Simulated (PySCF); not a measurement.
**Worked example: refractive index and permittivity of the vapour**

difluoro(prop-1-en-2-yl)borane (C3H5BF2), SMILES C=C(C)B(F)F.

Geometry: B3LYP-D3(BJ)/def2-SVP. One conformer was computed; it need not be the lowest.

CAM-B3LYP/def2-TZVP in PySCF gives a mean static polarisability of 49.3 bohr³ and a dipole moment of 1.94 D. Take an ideal gas at 298.15 K and 1 bar, whether or not the substance is that volatile.

Work out n − 1 in the optical limit and the static ε − 1.


Polarisability volume α' = 49.3 × 0.148185 = 7.31 Å³. Number density N = p/kT = 2.43e-5 Å⁻³.
Dilute limit of Lorentz–Lorenz: n − 1 = 2π N α' = 0.0011.
Orientation term of Debye: μ²/(3kT) = 8.098 Å³ × μ²(D²) = 30.48 Å³.
ε − 1 = 4π N (α' + μ²/3kT) = 0.012. Orientation of the dipole supplies 81 % of the static response; it can't follow optical fields. Vibrational polarisation and dispersion are left out.
